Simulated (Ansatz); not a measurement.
**Relaxing a trial structure of BH3OSnZn**

The starting geometry of this gas-phase singlet was optimised with GFN2-xTB.

```xyz
7

B    -0.8464   -1.0300   -2.8734
O    -0.4479    0.0895   -2.8871
Sn    1.8023   -0.2652   -0.0732
Zn    1.0061    1.4431   -1.7234
H    -1.2340   -2.1046   -2.8661
H     0.0600   -0.6765    0.0060
H     1.9100   -1.2976   -1.5336
```

Task: Predict what it relaxes into with B3LYP-D3(BJ)/def2-SVP.

Result: A new bond forms, giving a structure with H6 bridging B1 and Sn3, given below by its coordinates. Distances that change by over a tenth: O2–Zn4 (2.30 → 1.97 Å), Sn3–H6 (1.79 → 2.14 Å). Contacts that close: B1–H6 (3.04 → 1.33 Å).

The energy falls by 0.80 eV over 28 steps:

```tsv
step	E − E(last) (eV)
1	0.805
4	0.543
7	0.521
10	0.519
13	0.518
16	0.478
19	0.075
22	0.013
25	0.000
28	0.000
```

Final geometry (Å):

```xyz
7

B    -0.7524   -0.8678   -2.2229
O    -0.6256    0.2538   -2.8493
Sn    1.6512   -0.4023   -0.0108
Zn    0.8361    1.2421   -1.9623
H    -1.4975   -1.7997   -2.4372
H    -0.0040   -1.1202   -1.1589
H     2.6423   -1.1471   -1.3093
```

Frequencies at the end are all real (lowest 111 cm⁻¹). Atoms past krypton carry core potentials, without spin–orbit terms. Run with Ansatz 0.2.0, 85 s on 2 threads of Arm Neoverse V1, on a shared host.
